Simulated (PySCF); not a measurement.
Löwdin shares of the frontier orbitals

Species: C₁₃H₁₂.
Geometry (PBE0-D3(BJ)/def2-SVP, Å), atoms numbered from 1 in this order:
```xyz
25
C13H12 angstrom
C     -3.0034    0.9024    0.8330
C     -2.7043    0.2316   -0.2898
C     -1.6965   -0.7996   -0.4103
C     -1.2740   -1.4162   -1.5342
C     -0.1046   -2.3204   -1.1623
C     -0.5842   -2.7630    0.2401
C     -0.8003   -1.3113    0.7262
C      0.5888   -0.7544    0.4398
C      1.3740    0.1884    1.0771
C      2.6242    0.4994    0.5175
C      3.0570   -0.1237   -0.6493
C      2.2545   -1.0781   -1.2962
C      1.0265   -1.3846   -0.7394
H     -3.7709    1.6794    0.8415
H     -2.4864    0.7066    1.7763
H     -3.2460    0.4715   -1.2121
H     -1.6215   -1.2282   -2.5513
H      0.1625   -3.0999   -1.8869
H      0.1889   -3.2981    0.8128
H     -1.5158   -3.3472    0.2090
H     -1.1791   -1.1669    1.7452
H      1.0376    0.6804    1.9936
H      3.2645    1.2390    1.0043
H      4.0337    0.1319   -1.0673
H      2.6004   -1.5647   -2.2118
```

Computed, not measured: TDDFT PBE0/def2-SVPD, vertical, gas phase, core orbitals frozen in the response (PySCF).

Frontier orbitals with the atoms that hold most of them (Löwdin shares over 4%, at most four atoms; ? is withheld):

| orbital | ε (eV) | atoms |
| --- | --- | --- |
| LUMO+2 | 0.04 | C10 18%, C13 18%, C11 11%, C9 9% |
| LUMO+1 | -0.09 | C9 19%, C12 18%, C8 16%, C11 15% |
| LUMO | -1.05 | ? |
| HOMO | -6.20 | C4 21%, C3 16%, C1 14%, C2 8% |
| HOMO-1 | -6.93 | ? |
| HOMO-2 | -7.15 | C9 24%, C12 24%, C10 12%, C13 11% |
| HOMO-3 | -8.71 | C2 25%, C1 17%, C3 12%, C7 8% |

Give the leading atoms of the HOMO-1.

C11 (bonded to 2 C and H) 15%; C8 (bonded to 3 C) 14%; C13 (bonded to 3 C) 11%; C10 (bonded to 2 C and H) 11%.

Which atoms hold the LUMO, and with what shares?

C4 (bonded to 2 C and H) 21%; C1 (bonded to C and 2 H) 20%; C3 (bonded to 3 C) 13%; C2 (bonded to 2 C and H) 13%.

The HOMO–LUMO gap is 5.15 eV. Where does the response calculation put the lowest singlet, and from which orbitals?

S1 is at 4.47 eV (f = 0.076), 0.69 eV below the gap, made of HOMO→LUMO (84%), HOMO-1→LUMO (12%). Without the coupling terms of the response equations the lowest excitation would equal the gap.

Next come S2 at 4.97 eV (f 0.0064), HOMO→LUMO+1 (40%), HOMO-2→LUMO (29%), HOMO-1→LUMO (21%); S3 at 5.07 eV (f 0.071), HOMO-1→LUMO (45%), HOMO→LUMO+2 (29%), HOMO-2→LUMO (13%); S4 at 5.33 eV (f 0.134), HOMO→LUMO+1 (47%), HOMO-2→LUMO (42%); S5 at 5.59 eV (f 0.249), HOMO→LUMO+2 (60%), HOMO-1→LUMO (14%).

Hardware: AMD EPYC 9R45, 2 threads, on a shared host. Cost: 52 s wall, 2.0 min CPU, 2.0 GiB resident at most.

One conformer stands for the species.
